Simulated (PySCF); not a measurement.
**How methods differ on the excitation energy of La⁺**

La⁺ [Xe] 5d2 (3F) → La⁺ [Xe] 4f1 5d1 (high-spin determinant), as a difference of total energies. All numbers are calculated (PySCF 2.14, a scalar-relativistic core potential, in def2-QZVPPD with the def2 core potential (46 electrons) (7s5p4d3f2g, 81 functions)). Correlated levels: valence: nothing frozen outside the core potential. The calculations carry no spin-orbit coupling.

| method | excitation energy (cm⁻¹) |
| --- | --- |
| UHF | 72930 |
| LDA | 67517 |
| PBE | 66538 |
| PBE0 | 68974 |
| BLYP | 65449 |
| HSE06 | 68755 |
| wB97M-V | 70104 |
| r2SCAN0 | 71105 |
| MP2 (valence) | 72514 |
| SCS-MP2 (valence) | 72760 |

The determinant of the upper state mixes LS terms, which raises its energy above the lowest term, most at the Hartree-Fock and MP2 levels.
